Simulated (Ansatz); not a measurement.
Basis-set extrapolation for F3Si, SMILES `F[Si](F)F` radical (PBE0-D4/def2-TZVP geometry, frozen core, the Gaussian-basis code of Ansatz). Multiplicity 2, UHF reference.

```json
{"": "HF", "def2-TZVPP": "-587.564397", "def2-QZVPP": "-587.589252"}
{"": "MP2 correlation", "def2-TZVPP": "-0.837094", "def2-QZVPP": "-0.918772"}
{"": "CCSD(T) correlation", "def2-TZVPP": "-0.862863", "def2-QZVPP": "not run"}
```

Energies in hartree. Use E(X) = E(∞) + A·exp(−7.88·√X) for Hartree–Fock and E(X) = E(∞) + B·X^(−2.97) for correlation, with X = 3 and 4, and add CCSD(T) minus MP2 of the smaller set to the MP2 limit.

Problem. What is the CCSD(T) energy at the basis-set limit?

Solution. HF limit: -587.589252 + (-0.024855) × 0.13774 = -587.59268. MP2 limit: -0.918772 + (-0.081678) × 0.74074 = -0.97927. Higher-order term: -0.862863 − (-0.837094) = -0.02577. Total: -588.59772 hartree, 447.5 kJ/mol below CCSD(T)/def2-TZVPP.
